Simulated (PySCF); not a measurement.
**Xe³⁺ (xenon, charge +3) across methods**

[Kr] 4d10 5s2 5p3, high-spin 4S determinant. Calculation: PySCF 2.14, in dyall-av2z; the non-relativistic Hamiltonian (point nucleus).

```
 method  E (hartree)  mean ε 5s α (eV)  mean ε 5s β (eV)  mean ε 5p α (eV)  Σ⟨r²⟩ (bohr²)   ⟨S²⟩
 r2SCAN     -7232.44           -50.072           -46.153           -38.327          37.29  3.751
r2SCAN0     -7232.50           -52.272           -47.313           -39.700          37.31  3.751
   PBE0     -7232.07           -51.593           -47.423           -39.349          37.28  3.750
 revPBE     -7232.12           -49.077           -46.108           -37.796          37.24  3.750
  HSE06     -7231.94           -51.098           -47.154           -38.882          37.31  3.750
    UHF  -7229.89300           -58.018           -49.222           -43.029          37.64  3.751
    PBE     -7231.88           -49.105           -46.321           -37.815          37.26  3.750
```

Task: Estimate the same row for LDA.

Result: E (hartree) = -7226.47; mean ε 5s α (eV) = -49.238; mean ε 5s β (eV) = -46.883; mean ε 5p α (eV) = -37.883; Σ⟨r²⟩ (bohr²) = 37.23; ⟨S²⟩ = 3.750.

A non-relativistic calculation at this Z misses sizeable relativistic shifts.
